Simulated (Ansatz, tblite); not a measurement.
Removing and adding an electron: Ag3. Total charge 0; doublet. Geometry: PBE-D4/def2-TZVP. Ansatz, gas phase; energy differences of separate SCF runs; the oxidised species is a singlet (the triplet lies 2.52 eV higher at PBE0-D4/def2-TZVP); the reduced species is a triplet (the singlet lies 0.33 eV higher at PBE0-D4/def2-TZVPD).

```xyz
3

Ag    1.571   -0.191    0.556
Ag   -1.042   -0.263    0.967
Ag   -0.529    0.454   -1.523
```

In the def2 sets Ag takes a core potential; there is no spin–orbit coupling. The xTB rows come from tblite. Correlated methods freeze no core orbitals; core or outer-core shells of Ag are correlated, in sets that lack core-valence functions. The structure comes from a short search, and lower isomers may exist.

```json
{"level": "GFN1-xTB", "−HOMO (eV)": "–", "vertical IE (eV)": "11.02", "−LUMO (eV)": "–", "vertical EA (eV)": "3.62", "HOMO–LUMO gap (eV)": "–", "IE − EA (eV)": "7.41", "remarks": "–"}
{"level": "GFN2-xTB", "−HOMO (eV)": "–", "vertical IE (eV)": "10.83", "−LUMO (eV)": "–", "vertical EA (eV)": "5.57", "HOMO–LUMO gap (eV)": "–", "IE − EA (eV)": "5.27", "remarks": "–"}
{"level": "HF/def2-TZVP", "−HOMO (eV)": "4.87", "vertical IE (eV)": "4.52", "−LUMO (eV)": "0.17", "vertical EA (eV)": "–", "HOMO–LUMO gap (eV)": "4.69", "IE − EA (eV)": "–", "remarks": "–"}
{"level": "PBE-D4/def2-TZVP", "−HOMO (eV)": "3.79", "vertical IE (eV)": "6.07", "−LUMO (eV)": "3.49", "vertical EA (eV)": "–", "HOMO–LUMO gap (eV)": "0.29", "IE − EA (eV)": "–", "remarks": "–"}
{"level": "PBE-D4/def2-TZVPD", "−HOMO (eV)": "3.79", "vertical IE (eV)": "–", "−LUMO (eV)": "3.49", "vertical EA (eV)": "1.43", "HOMO–LUMO gap (eV)": "0.29", "IE − EA (eV)": "–", "remarks": "HOMO above zero (-1 triplet)"}
{"level": "r2SCAN-D4/def2-TZVP", "−HOMO (eV)": "3.91", "vertical IE (eV)": "5.97", "−LUMO (eV)": "3.32", "vertical EA (eV)": "–", "HOMO–LUMO gap (eV)": "0.60", "IE − EA (eV)": "–", "remarks": "–"}
{"level": "r2SCAN-D4/def2-TZVPD", "−HOMO (eV)": "3.91", "vertical IE (eV)": "–", "−LUMO (eV)": "3.32", "vertical EA (eV)": "1.48", "HOMO–LUMO gap (eV)": "0.60", "IE − EA (eV)": "–", "remarks": "HOMO above zero (-1 triplet)"}
{"level": "PBE0-D4/def2-TZVP", "−HOMO (eV)": "4.16", "vertical IE (eV)": "5.77", "−LUMO (eV)": "2.69", "vertical EA (eV)": "–", "HOMO–LUMO gap (eV)": "1.47", "IE − EA (eV)": "–", "remarks": "–"}
{"level": "PBE0-D4/def2-TZVPD", "−HOMO (eV)": "4.16", "vertical IE (eV)": "–", "−LUMO (eV)": "2.69", "vertical EA (eV)": "1.28", "HOMO–LUMO gap (eV)": "1.47", "IE − EA (eV)": "–", "remarks": "HOMO above zero (-1 triplet)"}
{"level": "MP2/def2-TZVP", "−HOMO (eV)": "–", "vertical IE (eV)": "5.38", "−LUMO (eV)": "–", "vertical EA (eV)": "–", "HOMO–LUMO gap (eV)": "–", "IE − EA (eV)": "–", "remarks": "–"}
{"level": "CCSD/def2-TZVP", "−HOMO (eV)": "–", "vertical IE (eV)": "5.34", "−LUMO (eV)": "–", "vertical EA (eV)": "–", "HOMO–LUMO gap (eV)": "–", "IE − EA (eV)": "–", "remarks": "–"}
{"level": "CCSD(T)/def2-TZVP", "−HOMO (eV)": "–", "vertical IE (eV)": "5.45", "−LUMO (eV)": "–", "vertical EA (eV)": "–", "HOMO–LUMO gap (eV)": "–", "IE − EA (eV)": "–", "remarks": "–"}
```

   A HOMO above zero means that the electron is unbound at that level or that self-interaction error raises the level; the energy of removing that electron tells which. HOMO and LUMO are the levels of the spin that leaves or enters (xTB has no such levels and no spin-polarisation term). Other spin states of the ions may lie lower, which would lower the ionisation energy or raise the affinity. Raw xTB energy differences between charge states are shifted by several eV; the methods need an empirical correction for them.
